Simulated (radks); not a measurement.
Values are calculated unless marked as measured or tabulated.
Tl0.5+, configuration [Hg] 6p(up 0.25, down 0.25) (fractional occupations, a model configuration). Level of theory: scalar-relativistic Kohn-Sham, PBE, spin-polarised, spherical densities, point nucleus (a radial shooting solver on a logarithmic mesh with Libxc functionals).

Local quantities along the radius. ELF = 1/(1 + alpha^2) is the electron localisation function; alpha = (tau - tau_W)/tau_unif compares the Pauli kinetic energy density with that of the uniform gas (summed over spins). tau is taken from the large components.

```
   r/bohr * ELF (the largest magnitude, 0.999, reaches the edge; | marks zero)
 0.001352 |                                                      *
 0.001574 |                                                      *
 0.001848 |                                                      *
 0.002168 |                                                      *
 0.002524 |                                                      *
 0.002962 |                                                      *
 0.003448 |                                                      *
 0.004047 |                                                      *
 0.004711 |                                                      *
 0.005528 |                                                      *
 0.006487 |                                                     *
 0.007552 |                                                     *
 0.008863 |                                                    *
  0.01032 |                                                  *
  0.01211 |                                              *
   0.0141 |                                       *
  0.01654 |                              *
  0.01941 |                     *
   0.0226 |                  *
  0.02652 |                   *
  0.03087 |                        *
  0.03623 |                                *
  0.04218 |                                      *
   0.0495 |                                        *
  0.05808 |                                     *
  0.06762 |                              *
  0.07935 |                     *
  0.09238 |                  *
   0.1084 |                        *
   0.1262 |                                 *
   0.1481 |                                      *
   0.1738 |                                    *
   0.2023 |                         *
   0.2374 |               *
   0.2764 |                   *
   0.3244 |                               *
   0.3776 |                                      *
   0.4431 |                                     *
     0.52 |                             *
   0.6054 |                   *
   0.7104 |                 *
   0.8271 |                         *
   0.9706 |                                  *
     1.13 |                                   *
    1.326 |                               *
    1.556 |                         *
    1.811 |                     *
    2.126 |                   *
    2.475 |                   *
    2.904 |                  *
    3.381 |               *
    3.967 |          *
    4.656 |    *
     5.42 | *
    6.361 |*
    7.405 *
     8.69 *
    10.12 *
```

On this mesh the ELF has minima near r = 0.023, 0.092, 0.24, 0.71 bohr, which separate the shells, and maxima near 0.049 (0.74), 0.15 (0.71), 0.38 (0.71), 1.1 (0.65).

Self-consistent cycle (total energy in hartree, residual of the potential): 1: -20236.15554, 1e+01; 2: -20244.66021, 5e+00; 3: -20245.95958, 9e-01; 4: -20245.83789, 5e-01; 5: -20245.87168, 2e-02; 6: -20245.87763, 8e-03; 7: -20245.87768, 2e-03; 8: -20245.87769, 1e-03; 9: -20245.87769, 1e-04; 10: -20245.87769, 7e-05; 11: -20245.87769, 9e-07; 12: -20245.87769, 7e-07; 13: -20245.87769, 1e-08.
